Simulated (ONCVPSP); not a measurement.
# Pseudopotential generation for B (Z = 5): ONCV, PBE, scalar-relativistic.

- Element: boron
- Generator: ONCVPSP 4.0.1
- Type: optimised norm-conserving Vanderbilt (ONCV)
- Functional: PBE
- Relativity: scalar-relativistic
- Frozen core: [He]
- Valence charge: 3
- Reference configuration: 2s1 (charge +2)
- Partial waves: 2s: rc 1.20 bohr, ncon 4, nbas 9, qcut 6.7 1/bohr, 2 projectors, debl 0.7 Ha; p scattering state at 0.32 Ha: rc 1.25 bohr, ncon 4, nbas 7, qcut 6 1/bohr, 2 projectors, debl 3.2 Ha
- Local potential: polynomial inside 0.80 bohr (lpopt 2, dvloc0 2 Ha)
- Core correction: none

In the s channel the program set the typed energies aside and used -1.157, 0.250 Ha. In the p channel the program set the typed energies aside and used 0.050, 3.250 Ha.

All-electron outer shells of the reference configuration (PBE, scalar-relativistic, ld1.x):

| shell | level (eV) | outermost node (bohr) | outermost maximum (bohr) |
| --- | --- | --- | --- |
| 1s | -211.18 | – | 0.21 |
| 2s | -31.48 | 0.45 | 1.37 |

(1) Estimate the cutoffs (Ha) at which the residual kinetic energy of the hardest occupied pseudo-wave falls to 1 and 0.1 mHa per electron.

(2) Does the potential have ghost states?

Results:

(1) 14 Ha and 18 Ha.

(2) No bound ghost flagged; no localised positive-energy state flagged.

Its largest configuration-test error is +126 meV (2s2 2p1). 1 of 4 tests not solved or not reliable.
